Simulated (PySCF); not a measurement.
# Cl+: ionisation energy

Cl+ [Ne] 3s2 3p4 (3P) → Cl(2+) [Ne] 3s2 3p3 (4S), as a difference of total energies. Computed with PySCF 2.14 in aug-cc-pCVTZ-DK (8s7p5d3f, 75 functions), with scalar relativity by spin-free X2C-1e. Correlated levels: valence: [Ne] frozen. The calculations carry no spin-orbit coupling.

| method | ionisation energy (eV) |
| --- | --- |
| UHF | 22.572 |
| MP2 (valence) | 23.364 |
| SCS-MP2 (valence) | 23.450 |
| CCSD (valence) | 23.475 |
| CCSD(T) (valence) | 23.507 |

A first-order spin-orbit estimate (lowest level to lowest level, LS coupling) adds 0.040 eV.

Errors of the correlated levels include the incompleteness of this basis and the frozen core.

Q: Which method comes closest to the reference value, and which is furthest?

A: The reference is 23.814 eV (measured; NIST Atomic Spectra Database, ionization energies). Closest: CCSD(T) (valence) (error -0.267 eV); furthest: UHF (error -1.203 eV), both after the spin-orbit estimate.
